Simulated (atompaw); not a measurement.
**Scattering properties, PAW (atompaw) potential for K**

- Element: K (Z = 19)
- Generator: atompaw 4.2.0.5
- Type: PAW
- Functional: PBEsol
- Relativity: scalar-relativistic
- Frozen core: [Ne]
- Valence charge: 9
- Reference configuration: 3s2 3p6 3d0 4s0 4p1
- Partial waves: 3s (bound): rc 2.05 bohr; 4s (bound, empty): rc 3.00 bohr; 3p (bound): rc 2.30 bohr; 4p (bound): rc 3.00 bohr; 3d (bound, empty): rc 3.00 bohr; 3d channel at 4.2 Ry: rc 3.00 bohr
- Local potential: troulliermartins scheme with l = 3 at 1 Ry, radius 2.55 bohr
- Core correction: smooth core density matched at 2.15 bohr
- Augmentation charge: besselshape compensation charge, radius 2.90 bohr; PAW radius 3.00 bohr; waves and projectors: custom polynom gramschmidtortho

The phase is arctan(r·u′/u) with u = r·R(r), unwrapped; energies in Ry, scanned from -5 to 5 Ry. A pole is an energy at which the radial function vanishes at the test radius. The pseudo phase is shifted by a multiple of π to meet the all-electron one at the reference energy, and phase errors are pseudo minus all-electron; the curves can meet again beyond the range given. Levels narrower than the energy grid can be missing from the lists of poles.

Q: For each channel, where are the poles, and over which energies does the pseudopotential scatter like the atom?

A:

| channel | radius (bohr) | reference energy (Ry) | poles, all-electron | poles, pseudo | unbroken range about the reference energy with phases within 0.05 rad | phase error 1 Ry above the reference energy (rad) |
| --- | --- | --- | --- | --- | --- | --- |
| s | 3.01 | -0.21 | -2.66, 2.19 | -2.66, 1.99 | below 2.6 | -0.012 |
| p | 3.01 | -0.10 | -1.39, 2.94 | -1.39, 1.43, 4.50 | below 0.6 | -0.213 |
| d | 3.01 | -0.03 | 0.52, 4.02 | 0.59, 4.02 | below 0.6 | +0.074 |

Phases in the s channel:

```json
{"E (Ry)": "-5.00", "all-electron": "1.409", "pseudo": "1.409"}
{"E (Ry)": "-4.76", "all-electron": "1.404", "pseudo": "1.403"}
{"E (Ry)": "-4.52", "all-electron": "1.398", "pseudo": "1.398"}
{"E (Ry)": "-4.28", "all-electron": "1.392", "pseudo": "1.391"}
{"E (Ry)": "-4.04", "all-electron": "1.384", "pseudo": "1.384"}
{"E (Ry)": "-3.80", "all-electron": "1.375", "pseudo": "1.375"}
{"E (Ry)": "-3.56", "all-electron": "1.364", "pseudo": "1.363"}
{"E (Ry)": "-3.32", "all-electron": "1.348", "pseudo": "1.347"}
{"E (Ry)": "-3.08", "all-electron": "1.320", "pseudo": "1.319"}
{"E (Ry)": "-2.84", "all-electron": "1.197", "pseudo": "1.196"}
{"E (Ry)": "-2.60", "all-electron": "-1.674", "pseudo": "-1.675"}
{"E (Ry)": "-2.36", "all-electron": "-1.764", "pseudo": "-1.764"}
{"E (Ry)": "-2.12", "all-electron": "-1.796", "pseudo": "-1.797"}
{"E (Ry)": "-1.88", "all-electron": "-1.822", "pseudo": "-1.823"}
{"E (Ry)": "-1.64", "all-electron": "-1.850", "pseudo": "-1.851"}
{"E (Ry)": "-1.40", "all-electron": "-1.882", "pseudo": "-1.883"}
{"E (Ry)": "-1.16", "all-electron": "-1.923", "pseudo": "-1.923"}
{"E (Ry)": "-0.92", "all-electron": "-1.978", "pseudo": "-1.979"}
{"E (Ry)": "-0.68", "all-electron": "-2.059", "pseudo": "-2.059"}
{"E (Ry)": "-0.44", "all-electron": "-2.188", "pseudo": "-2.188"}
{"E (Ry)": "-0.20", "all-electron": "-2.421", "pseudo": "-2.421"}
{"E (Ry)": "0.04", "all-electron": "-2.875", "pseudo": "-2.877"}
{"E (Ry)": "0.28", "all-electron": "-3.553", "pseudo": "-3.561"}
{"E (Ry)": "0.52", "all-electron": "-4.054", "pseudo": "-4.066"}
{"E (Ry)": "0.76", "all-electron": "-4.313", "pseudo": "-4.325"}
{"E (Ry)": "1.00", "all-electron": "-4.455", "pseudo": "-4.468"}
{"E (Ry)": "1.24", "all-electron": "-4.543", "pseudo": "-4.557"}
{"E (Ry)": "1.48", "all-electron": "-4.603", "pseudo": "-4.620"}
{"E (Ry)": "1.72", "all-electron": "-4.648", "pseudo": "-4.668"}
{"E (Ry)": "1.96", "all-electron": "-4.684", "pseudo": "-4.707"}
{"E (Ry)": "2.20", "all-electron": "-4.713", "pseudo": "-4.743"}
{"E (Ry)": "2.44", "all-electron": "-4.740", "pseudo": "-4.779"}
{"E (Ry)": "2.68", "all-electron": "-4.765", "pseudo": "-4.817"}
{"E (Ry)": "2.92", "all-electron": "-4.790", "pseudo": "-4.862"}
{"E (Ry)": "3.16", "all-electron": "-4.815", "pseudo": "-4.922"}
{"E (Ry)": "3.40", "all-electron": "-4.842", "pseudo": "-5.016"}
{"E (Ry)": "3.64", "all-electron": "-4.874", "pseudo": "-5.201"}
{"E (Ry)": "3.88", "all-electron": "-4.912", "pseudo": "-5.702"}
{"E (Ry)": "4.12", "all-electron": "-4.962", "pseudo": "-6.803"}
{"E (Ry)": "4.36", "all-electron": "-5.033", "pseudo": "-7.365"}
{"E (Ry)": "4.60", "all-electron": "-5.144", "pseudo": "-7.564"}
{"E (Ry)": "4.84", "all-electron": "-5.346", "pseudo": "-7.660"}
```
